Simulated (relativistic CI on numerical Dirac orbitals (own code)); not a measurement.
Computed by Dirac-Coulomb-Breit CI, separate exchange-only KLI orbitals for each configuration, model QED (radiative potential, 1s self-energy scaled to tabulated hydrogen-like ionisation energies), unscaled Slater integrals (own radial code, finite nucleus).

The strongest absorption lines from the ground level of an ion, among the configurations computed and to levels below about 1580 eV (vacuum wavelength in nm, gf): 1.1131 (0.7), 1.1653 (1.6), 1.1732 (0.0007), 1.2584 (0.12), 1.3296 (0.25), 5.2979 (1.3), 6.8081 (0.25), 8.5163 (6.5e-05).

(1) Which ion is it?
A. Ru XXVII
B. I XXXVI
C. Ba XXXIX
D. Sn XXXIII

Results:

(1) D. Sn XXXIII has 18 electrons and the ground level 3s²3p⁶ ¹S0; the strongest line goes to 3s²3p⁵4d ¹P°1. The pattern of lines fixes the number of electrons, and along that sequence the line energies rise steadily with the charge (about as its square where n changes within one kind of shell, about linearly where n is kept but much faster in heavy ions where fine structure, which grows about as Z⁴, sets the gap, and irregularly where shells cross), which fixes Z. Configurations outside the model, such as inner-shell arrays, can give stronger lines. At this charge energies of transitions that change n are usually good to better than 1 %, and those within a shell (Δn = 0) to a few per cent.

LS names give the leading component of a level, which can be under half, so a name can repeat, a term be missing and a line seem to break the LS rules.
